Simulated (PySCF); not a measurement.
Simulation results for CH$_{5}$BGe, GeH$_{4}$O$_{2}$Si, C$_{2}$H$_{6}$GeN, CH$_{4}$Ge and others

Computed with PySCF 2.14.0. Calculation on a computer-drawn molecule: the log of a Hartree-Fock and frozen-core CCSD(T) single point meant for a local Hartree-Fock minimum, with one planted fault or none, to be diagnosed. Offsets are logged minus clean, where the clean run is the same molecule without the fault. The reference is restricted for singlets and unrestricted otherwise, and also for a bond in bohr or an excited solution. Adding or removing an electron swaps singlet and doublet. The excited solution moves the top pair (singlet) or top alpha electron (doublet) to the lowest empty orbital. Highest occupied and lowest empty are orbital energies over both spins, largest force is the largest gradient component, triples share is (T) over the correlation energy, the T1 limit is 0.02 restricted and 0.045 unrestricted, electrons count all cores, a negative frequency is imaginary (commonest isotopes), and the dipole is about the centre of nuclear charge; on germanium a core potential holds 10 electrons, which the energies leave out, and 3d is frozen in MP2 and coupled-cluster steps.

Common to all runs: meant basis and core potential on germanium cc-pVDZ-PP ECP10MDF; logged SCF converged yes; logged CC converged yes; logged SCF stable within its kind yes; possible faults no fault, one electron removed, one electron added, multiplicity raised by two, geometry at a saddle point, SCF held on an excited solution, minimal basis STO-3G, one bond length entered in bohr, all coordinates scaled.

```yaml
- entry: 1
  formula: CH5BGe
  logged_structure:
    atoms_angstrom:
      - [B, 2.2906, -0.1844, -0.8498]
      - [Ge, 0.6518, -0.435, -2.0547]
      - [C, -0.5717, -1.6659, -1.6786]
      - [H, 3.1279, 0.6379, -1.0824]
      - [H, 2.4025, -0.8874, 0.112]
      - [H, 0.4399, 0.4223, -3.2982]
      - [H, -0.469, -2.3017, -0.8065]
      - [H, -1.4541, -1.8359, -2.2844]
  given:
    meant_charge: 0
    meant_multiplicity: 1
    meant_basis: cc-pVDZ
    logged_electrons: 48
    logged_basis_functions: 76
    logged_spin_squared: 0.0
    "logged_highest_occupied [eV]": -8.1783
    "logged_lowest_empty [eV]": 0.62509
    "logged_largest_force [hartree/bohr]": 2.4603e-05
    "logged_lowest_frequency [cm^-1]": 170.66
    logged_T1_diagnostic: 0.017152
    logged_D1_diagnostic: 0.061289
    logged_triples_share: 0.037027
    "logged_dipole_magnitude [debye]": 0.58403
    "logged_energy_HF [hartree]": -358.7488
    "logged_energy_CCSD(T) [hartree]": -359.12661
    drawn_bonds_atom: [1, 2, 1, 1, 2, 3, 3]
    drawn_bonds_other_atom: [2, 3, 4, 5, 6, 7, 8]
    drawn_bonds_order: [1, 2, 1, 1, 1, 1, 1]
  results:
    planted_fault: "no fault"
    "HF_energy_offset_from_clean_run [kcal/mol]": 0.0
    "CCSD(T)_energy_offset_from_clean_run [kcal/mol]": 0.0
- entry: 2
  formula: GeH4O2Si
  logged_structure:
    atoms_angstrom:
      - [O, -0.8799, -0.8156, 0.4165]
      - [Ge, 0.0477, -1.511, -0.9485]
      - [O, 1.7766, -1.2288, -0.6041]
      - [Si, -0.4752, -3.8867, -0.7361]
      - [H, -0.4009, -0.1868, 0.9388]
      - [H, -0.284, -0.7092, -2.2188]
      - [H, 2.133, -0.42, -0.942]
      - [H, -1.8281, -3.6862, -1.3864]
  given:
    meant_charge: 0
    meant_multiplicity: 1
    meant_basis: "cc-pV(D+d)Z"
    logged_electrons: 66
    logged_basis_functions: 94
    logged_spin_squared: 0.0
    "logged_highest_occupied [eV]": -8.8963
    "logged_lowest_empty [eV]": -0.054398
    "logged_largest_force [hartree/bohr]": 2.0284e-05
    "logged_lowest_frequency [cm^-1]": 43.194
    logged_T1_diagnostic: 0.014707
    logged_D1_diagnostic: 0.036581
    logged_triples_share: 0.023546
    "logged_dipole_magnitude [debye]": 1.6776
    "logged_energy_HF [hartree]": -734.35373
    "logged_energy_CCSD(T) [hartree]": -734.95762
    drawn_bonds_atom: [1, 2, 2, 1, 2, 3, 4]
    drawn_bonds_other_atom: [2, 3, 4, 5, 6, 7, 8]
    drawn_bonds_order: [1, 1, 1, 1, 1, 1, 1]
  results:
    planted_fault: "no fault"
    "HF_energy_offset_from_clean_run [kcal/mol]": 0.0
    "CCSD(T)_energy_offset_from_clean_run [kcal/mol]": 0.0
- entry: 3
  formula: C2H6GeN
  logged_structure:
    atoms_angstrom:
      - [C, 0.6287, 1.881, 0.3513]
      - ["N", 0.4258, 1.2961, 1.4412]
      - [Ge, -1.3784, 0.1511, 2.1782]
      - [C, -2.5397, 0.8335, 0.7092]
      - [H, 1.5894, 2.3203, 0.0905]
      - [H, -0.9007, 2.0282, -1.0058]
      - [H, 1.2321, 1.2686, 2.0473]
      - [H, -1.6229, 1.3618, 3.1752]
      - [H, -3.2226, 1.6773, 0.8045]
      - [H, -2.6627, 0.2776, -0.2211]
  given:
    meant_charge: 0
    meant_multiplicity: 2
    meant_basis: cc-pVDZ
    logged_electrons: 57
    logged_basis_functions: 95
    logged_spin_squared: 1.6002
    "logged_highest_occupied [eV]": -7.5846
    "logged_lowest_empty [eV]": 2.1511
    "logged_largest_force [hartree/bohr]": 0.017208
    logged_T1_diagnostic: 0.055759
    logged_D1_diagnostic: 0.22702
    logged_triples_share: 0.038691
    "logged_dipole_magnitude [debye]": 4.9793
    "logged_energy_HF [hartree]": -426.84304
    "logged_energy_CCSD(T) [hartree]": -427.41882
    drawn_bonds_atom: [1, 2, 3, 1, 1, 2, 3, 4, 4]
    drawn_bonds_other_atom: [2, 3, 4, 5, 6, 7, 8, 9, 10]
    drawn_bonds_order: [1, 1, 2, 1, 1, 1, 1, 1, 1]
  results:
    planted_fault: "one bond length entered in bohr, row 5 of the drawn bonds"
    "HF_energy_offset_from_clean_run [kcal/mol]": 82.57
    "CCSD(T)_energy_offset_from_clean_run [kcal/mol]": 84.38
  notes: ["T1 above single-reference limit"]
- entry: 4
  formula: CH4Ge
  logged_structure:
    atoms_angstrom:
      - [C, 0.8394, 1.4776, 0.7418]
      - [Ge, 1.7656, 0.9032, -0.6384]
      - [H, -0.1809, 1.8237, 0.635]
      - [H, 1.2625, 1.5019, 1.738]
      - [H, 1.2016, 0.8566, -2.0475]
      - [H, 3.1976, 0.4114, -0.5234]
  given:
    meant_charge: 0
    meant_multiplicity: 1
    meant_basis: cc-pVDZ
    logged_electrons: 43
    logged_basis_functions: 57
    logged_spin_squared: 0.7725
    "logged_highest_occupied [eV]": 1.052
    "logged_lowest_empty [eV]": 9.426
    "logged_largest_force [hartree/bohr]": 0.044869
    logged_T1_diagnostic: 0.013914
    logged_D1_diagnostic: 0.051046
    logged_triples_share: 0.027975
    "logged_dipole_magnitude [debye]": 0.60438
    "logged_energy_HF [hartree]": -333.44074
    "logged_energy_CCSD(T) [hartree]": -333.72609
    drawn_bonds_atom: [1, 1, 1, 2, 2]
    drawn_bonds_other_atom: [2, 3, 4, 5, 6]
    drawn_bonds_order: [2, 1, 1, 1, 1]
  results:
    planted_fault: "one electron added"
    "HF_energy_offset_from_clean_run [kcal/mol]": 36.68
    "CCSD(T)_energy_offset_from_clean_run [kcal/mol]": 35.8
  notes: ["highest electron not bound in this basis"]
- entry: 5
  formula: C2H6BGe
  logged_structure:
    atoms_angstrom:
      - [B, 2.0639, 0.593, 3.266]
      - [C, 0.7578, 0.7098, 2.7598]
      - [Ge, 0.151, -0.3068, 1.3577]
      - [C, 1.1908, -1.6302, 0.4241]
      - [H, 3.1615, 0.4662, 3.66]
      - [H, 0.0625, 1.422, 3.1978]
      - [H, -1.2783, -0.0752, 0.9147]
      - [H, 2.2034, -1.7032, 0.8165]
      - [H, 0.6864, -2.5944, 0.5176]
      - [H, 1.2208, -1.3629, -0.6343]
  given:
    meant_charge: 1
    meant_multiplicity: 1
    meant_basis: cc-pVDZ
    logged_electrons: 55
    logged_basis_functions: 95
    logged_spin_squared: 0.8862
    "logged_highest_occupied [eV]": -5.8552
    "logged_lowest_empty [eV]": 2.0396
    "logged_largest_force [hartree/bohr]": 0.021701
    logged_T1_diagnostic: 0.025169
    logged_D1_diagnostic: 0.10756
    logged_triples_share: 0.033211
    "logged_dipole_magnitude [debye]": 1.0864
    "logged_energy_HF [hartree]": -397.18667
    "logged_energy_CCSD(T) [hartree]": -397.68915
    drawn_bonds_atom: [1, 2, 3, 1, 2, 3, 4, 4, 4]
    drawn_bonds_other_atom: [2, 3, 4, 5, 6, 7, 8, 9, 10]
    drawn_bonds_order: [1, 2, 1, 1, 1, 1, 1, 1, 1]
  results:
    planted_fault: "one electron added"
    "HF_energy_offset_from_clean_run [kcal/mol]": -116.3
    "CCSD(T)_energy_offset_from_clean_run [kcal/mol]": -126.7
```
